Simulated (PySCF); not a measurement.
## Computed data sheet: `CNB[AsH2]`

Compound: CH7AsBN.
Z-matrix (Å and degrees, PBE0-D3(BJ)/def2-SVP geometry), rows numbered from 1:
```
C 
N   1  1.4435
B   2  1.3879  1  127.00
As  3  2.0400  2  122.61  1   175.38
H   1  1.1031  2  111.78  3  -119.88
H   1  1.1031  2  111.73  3   119.30
H   1  1.0978  2  109.34  3    -0.31
H   2  1.0148  1  113.78  3  -179.09
H   3  1.2110  2  118.73  1     0.36
H   4  1.5267  3   96.61  2    28.61
H   4  1.5221  3   94.19  2   122.62
```

Structural features include: three-coordinate boron.

From PBE0-D3(BJ)/def2-SVP geometry optimisation, gas phase (PySCF):

```
Rotational constants A, B, C : 28.635, 1.515, 1.470 GHz
```

From CAM-B3LYP/def2-SVPD ground state, ΔSCF and vertical TDDFT (core frozen in the response) (PySCF):

```
Dipole moment                                                     : 2.64 D
HOMO energy                                                       : -8.15 eV
LUMO energy                                                       : 0.85 eV
HOMO–LUMO gap                                                     : 9.00 eV
Lowest singlet excitation                                         : 5.76 eV (215 nm, f = 0.056)
Strongest line among the 10 lowest singlet transitions            : S6 at 7.35 eV (169 nm, f = 0.219)
Lowest triplet excitation (Tamm–Dancoff)                          : 5.02 eV
Static isotropic polarisability                                   : 71.1 au
Vertical ionisation energy                                        : 9.10 eV
Electronic spatial extent ⟨r²⟩ about the centre of nuclear charge : 783 bohr²
```

PBE0/pcSseg-1 ground state and GIAO shieldings, non-relativistic (PySCF):

```
Lowest Hirshfeld atomic charge                              : -0.16 e on N2
Highest Hirshfeld atomic charge                             : +0.13 e on H8
13C chemical shifts (computed TMS as zero) by class         : 39.7 (C1) ppm
1H chemical shifts (computed TMS as zero) by class          : 5.78 (H9), 4.37 (H8), 3.05 (H5/H6/H7), 2.10 (H10/H11) ppm
Isotropic shieldings of nuclei other than C and H, by class : 53 (B3), 125 (N2), 1833 (As4) ppm
Mayer bond orders between heavy atoms                       : C1–N2 0.95, N2–B3 1.38, B3–As4 0.99
```

B3LYP/pcJ-1 As:pcSseg-1 indirect spin-spin coupling, non-relativistic, gas phase; spin–dipole term left out for some pairs (PySCF):

```
Largest of the computed one-bond spin–spin couplings (means over like bonds) : 11B–1H +147.5 (B3–H9), 13C–1H +141.4 (C1–H5 and 2 like it), 15N–1H -83.7 (N2–H8), 15N–11B -30.2 (N2–B3), 15N–13C -11.2 (N2–C1) Hz
```

Monoisotopic mass from the formula: 118.9888 u.

The ΔSCF ionisation energy exceeds −ε(HOMO) by 0.95 eV with CAM-B3LYP. The 10 singlets span 5.76 to 8.06 eV, and their oscillator strengths add up to 0.69. The polarisability is 10.53 Å³ as a volume (1 au = 0.148185 Å³), or 1.23 au for each of the 58 electrons. The vertical singlet–triplet gap S1 − T1 is 0.74 eV (TDDFT singlet less Tamm–Dancoff triplet; S1: HOMO→LUMO, weight 0.72; T1: HOMO→LUMO, weight 0.66).

One conformer (not necessarily the lowest) at the PBE0-D3(BJ)/def2-SVP geometry, without solvent or vibrations. Relativistic effects, spin–orbit coupling among them, are left out although an element past zinc is present. Atoms bound to As lack the heavy atom's spin–orbit term in their shielding, so their NMR values are less reliable. NMR classes are plain means over equivalent atoms (diastereotopic ones count apart unless rotation or inversion swaps them), as if these changed places fast; in this geometry the members of some classes differ.
